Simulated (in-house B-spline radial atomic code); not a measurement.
Response and correlation of Tb LII (Tb51+)

Closed shell [Ne] 3s2 (3p1/2)2. Computed with an all-electron radial atomic-structure program (B-spline basis): Dirac-Hartree-Fock, relativistic RPA (time-dependent Dirac-Hartree-Fock) for the response and second-order many-body perturbation theory for correlation, no-pair Dirac-Coulomb Hamiltonian, finite nucleus.

The shells are closed in jj coupling only; the real ground state mixes other jj configurations.

| multipole (bohr³, bohr⁵, bohr⁷) | uncoupled | coupled RPA |
| --- | --- | --- |
| dipole | 0.0044919 | 0.0046242 |
| quadrupole | 0.00018055 | ? |
| octupole | 5.6438e-06 | 6.1109e-06 |

(1) What is the coupled quadrupole polarisability?

(2) Which subshells carry the dipole polarisability?

(3) What does the dipole shielding factor come to?

Dipole polarisability at imaginary frequency:

```tsv
u (Eh)	α(iu) (bohr³)
0	0.004624
18.7	0.001932
56.2	0.0005307
112	0.000248
187	0.000138
375	5.508e-05
750	1.815e-05
1870	3.436e-06
```

(4) What dispersion coefficients follow for two such ions (the dispersion part alone)?

Lowest J = 1 odd-parity excitations:

```csv
energy (eV),oscillator strength,leading channel,weight
350.38,0.175,3s1/2 → p3/2,0.845
409.51,0.734,3p1/2 → d3/2,0.871
2137.2,0.0851,3p1/2 → s1/2,0.998
2332.5,0.619,3s1/2 → p1/2,0.854
2359.5,0.395,3p1/2 → d3/2,0.854
2422,0.29,3s1/2 → p3/2,0.997
3129.6,0.0199,3p1/2 → s1/2,0.999
3236.6,0.241,3p1/2 → d3/2,0.992
```

Second-order correlation energy by the highest angular momentum of the excited pair (hartree): s -0.02334, p -0.2265, d -0.3784, f -0.08286, g -0.02824, h -0.01054, i -0.004798, k -0.002481.

(5) What is the second-order correlation energy at the partial-wave limit?

## Answers

(1) 0.00022425 atomic units, +24 % against the uncoupled value.

(2) 3s1/2 60.3 %, 3p1/2 38.7 %, 2p3/2 0.6 %.

(3) The dipole shielding factor is 0.215, against the exact N/Z = 14/65 = 0.215 of the non-relativistic theorem.

(4) C6 = (3/π)∫α(iu)²du = 0.0002654 hartree·bohr⁶ and C8 = 6.472e-05 hartree·bohr⁸.

(5) The listed waves sum to -0.75712 hartree; extrapolating the increments as (l + 1/2)⁻⁴ gives -0.76219 hartree, -1.48 eV per electron.
